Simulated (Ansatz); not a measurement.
`C[SiH](F)N[SiH3]` + `N[SiH2][SiH](F)Br` → `C[SiH](F)[SiH2]N` + `F[SiH](Br)N[SiH3]`  (redistribution)

Calculated with Ansatz (gas phase, PBE0-D4/def2-TZVP geometries, no zero-point term in ΔE). CCSD(T)/CBS adds triple-zeta CCSD(T) − MP2 to the extrapolated MP2 energy (def2 sets, frozen cores). DFT in def2-TZVPP. For Br outer-core shells are correlated without core-valence functions, which leaves a few kJ/mol of doubt a bond. Scalar relativity is left out up to krypton. One conformer a species, not always the lowest.

```tsv
level	ΔE (eV)
r2SCAN-D4	0.09
MP2/def2-TZVPP	0.07
```

Task: What does CCSD(T)/CBS give? (Best estimate.)

Result: The calculation gave: +0.08 eV. The listed levels differ from it by 0.01, -0.01 eV.

Largest T1 diagnostic among the species: 0.011.

The D4 term adds +0.03 eV with B3LYP and +0.02 eV with PBE0; it sums over pairs of atoms, weighted by their polarisabilities, and B3LYP, whose exchange is more repulsive, gets the larger term.

B3LYP here is the variant with VWN-RPA as its local correlation; programs differ in this.
